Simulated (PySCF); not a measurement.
Numbering as in the mapped SMILES `[F:1][SiH:2]([F:3])[F:4]`. Hydrogens are named by the atom that carries them.

Geometry: PBE0-D3(BJ)/def2-SVP; GIAO shifts from PySCF 2.14, gas phase, non-relativistic, averaged over equivalent atoms.

At PBE0/pcSseg-0 (42 basis functions, 1.7 s wall time on 1 thread of an Intel Xeon Platinum 8488C, shared host):
```tsv
atoms	δ (ppm)
F1/F3/F4	-165.4
Si2	-31.9
H(Si2)	5.68
```

Chemical shifts δ = σref − σ; 19F (σref 178.37) against CFCl3; 29Si (σref 348.52) and 1H (σref 32.83) against TMS, all at this level.

Task: Estimate the result of repeating the calculation with PBE0/cc-pVTZ.

Result: 
| atoms | δ at PBE0/cc-pVTZ | change |
| --- | --- | --- |
| F1/F3/F4 | -130.2 | +35.2 |
| Si2 | -59.9 | -28.0 |
| H(Si2) | 4.83 | -0.85 |

Chemical shifts δ = σref − σ; CFCl3 for 19F (σref 182.60); 29Si (σref 360.00) and 1H (σref 31.29) vs TMS, all at this level.

The largest change is at F1/F3/F4 (fluorine bonded to Si). Cost: 138 basis functions, 6.6 s wall time on 1 thread of an Intel Xeon Platinum 8488C, shared host.

Unscaled 19F shifts against computed CFCl3 carry errors that often reach 10 to 50 ppm.
